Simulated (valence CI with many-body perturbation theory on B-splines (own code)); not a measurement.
## As XIX: calculated level list

Computed by relativistic CI+MBPT: five valence electrons over a frozen Dirac-Fock core [Ne], radial functions for each j: 11 s, 11 p, 10 d, 8 f, 5 g, 2 h, with the one-electron correlation potential Σ1, the two-electron term Σ2, the three-electron term Σ3, Breit, model QED; selected CI, second order for the rest, scaled by the run's own slope (own B-spline code, finite nucleus).

No measured spectrum was set against this ion. As an estimate, levels of excited configurations hold to 0.05 to 0.15 % of their energy, terms of the ground configuration to about 0.5 %. Among the levels kept, up to 3300 cm⁻¹ of a level comes from second order outside the variational space, and about a tenth of that is noise between levels of different J, which matters for small intervals.

Levels 136 to 171 of 171, with energies above the lowest level, 3s2 3p3 4S°_3/2. "Leading %" is the weight of the configuration and term that name the level; weights of strongly mixed levels are sums over their largest components and can fall short. In the jj column 3d3/2^4 stands for four electrons in 3d with j = 3/2. Lifetimes count E1, E2, E3, M1 and M2 decay at the calculated energies, and are blank where another channel may lead or the interval is too uncertain; long ones can be off by a factor of two.

```tsv
No.	Configuration	Term	J	E (eV)	Leading %	Lifetime	Leading jj
136	3s2 3p 3d2	2G°	9/2	185.39	60	8.38 ps	3s^2 3p3/2 3d5/2^2 (61 %)
137	3s 3p3 3d	2D°	5/2	186.17	37	4.89 ps	3s^2 3p3/2 3d3/2 3d5/2 (19 %)
138	3s2 3p 3d2	4D°	7/2	186.45	75	5.08 ps	3s^2 3p3/2 3d3/2 3d5/2 (33 %)
139	3s2 3p 3d2	4D°	3/2	186.99	38	4.80 ps	3s^2 3p3/2 3d3/2^2 (27 %)
140	3s2 3p 3d2	4D°	5/2	187.06	33	5.71 ps	3s^2 3p3/2 3d5/2^2 (26 %)
141	3s 3p3 3d	2D°	3/2	187.30	45	4.51 ps	3s 3p1/2 3p3/2^2 3d5/2 (29 %)
142	3s2 3p 3d2	4D°	1/2	187.48	52	4.74 ps	3s^2 3p3/2 3d3/2^2 (46 %)
143	3s 3p3 3d	2S°	1/2	187.95	34	4.70 ps	3s^2 3p3/2 3d3/2 3d5/2 (47 %)
144	3s2 3p 3d2	2P°	3/2	191.62	41	4.15 ps	3s 3p1/2 3p3/2^2 3d3/2 (17 %)
145	3s2 3p 3d2	2P°	1/2	191.94	83	8.42 ps	3s^2 3p1/2 3d5/2^2 (38 %)
146	3s2 3p 3d2	2F°	7/2	192.01	62	7.14 ps	3s^2 3p3/2 3d3/2 3d5/2 (45 %)
147	3s2 3p 3d2	2F°	5/2	192.48	66	5.40 ps	3s^2 3p3/2 3d3/2 3d5/2 (45 %)
148	3s2 3p 3d2	4S°	3/2	192.93	68	3.69 ps	3s^2 3p3/2 3d3/2 3d5/2 (29 %)
149	3s2 3p 3d2	2D°	3/2	195.75	49	4.42 ps	3s^2 3p3/2 3d3/2 3d5/2 (48 %)
150	3p4 3d	4D	5/2	196.15	55	42.6 ps	3p1/2^2 3p3/2^2 3d3/2 (41 %)
151	3s2 3p 3d2	2P°	1/2	196.21	47	3.93 ps	3s^2 3p3/2 3d5/2^2 (36 %)
152	3p4 3d	4D	3/2	196.36	50	43.5 ps	3p1/2^2 3p3/2^2 3d3/2 (56 %)
153	3s2 3p 3d2	2G°	7/2	196.66	48	4.71 ps	3s^2 3p3/2 3d3/2^2 (33 %)
154	3s2 3p 3d2	2D°	5/2	196.99	60	4.96 ps	3s^2 3p3/2 3d5/2^2 (49 %)
155	3p4 3d	4D	7/2	197.03	61	37.9 ps	3p1/2^2 3p3/2^2 3d5/2 (43 %)
156	3p4 3d	4D	1/2	197.29	46	40.8 ps	3p1/2^2 3p3/2^2 3d3/2 (33 %)
157	3s2 3p 3d2	2P°	3/2	197.78	70	7.49 ps	3s^2 3p3/2 3d5/2^2 (61 %)
158	3s2 3p 3d2	2G°	9/2	198.15	90	5.25 ps	3s^2 3p3/2 3d3/2 3d5/2 (65 %)
159	3s 3p2 3d2	6G	3/2	198.85	93	864 ps	3s 3p1/2^2 3d3/2^2 (32 %)
160	3s 3p2 3d2	6G	5/2	199.71	92	610 ps	3s 3p1/2 3p3/2 3d3/2^2 (29 %)
161	3s2 3p 3d2	2F°	5/2	200.07	76	5.78 ps	3s^2 3p3/2 3d3/2 3d5/2 (60 %)
162	3s2 3p 3d2	2F°	7/2	200.63	48	5.69 ps	3s^2 3p3/2 3d5/2^2 (51 %)
163	3s 3p2 3d2	6G	7/2	200.90	91	481 ps	3s 3p1/2 3p3/2 3d3/2 3d5/2 (35 %)
164	3p4 3d	4F	9/2	201.63	51	40.2 ps	3p1/2^2 3p3/2^2 3d5/2 (66 %)
165	3p4 3d	2P	1/2	202.11	40	43.1 ps	3p1/2 3p3/2^3 3d3/2 (45 %)
166	3s 3p2 3d2	6G	9/2	202.48	90	377 ps	3s 3p1/2 3p3/2 3d3/2 3d5/2 (51 %)
167	3p4 3d	2D	3/2	202.66	30	63.5 ps	3p1/2^2 3p3/2^2 3d5/2 (29 %)
168	3s2 3p 3d2	2D°	5/2	203.02	88	4.45 ps	3s^2 3p3/2 3d3/2 3d5/2 (40 %)
169	3p4 3d	4P	1/2	203.09	38	60.7 ps	3p1/2^2 3p3/2^2 3d5/2 (28 %)
170	3p4 3d	2G	7/2	203.15	30	38.8 ps	3p1/2^2 3p3/2^2 3d3/2 (49 %)
171	3s2 3p 3d2	2D°	3/2	203.34	84	4.20 ps	3s^2 3p3/2 3d3/2 3d5/2 (41 %)
```

Names give the largest LS component (configuration and term), which can be under half, so a name can repeat, a term be missing and a line seem to break the LS rules; names also repeat where a configuration has a term twice.

Where two levels of one J and parity lie close, their mixing, g and order are uncertain.
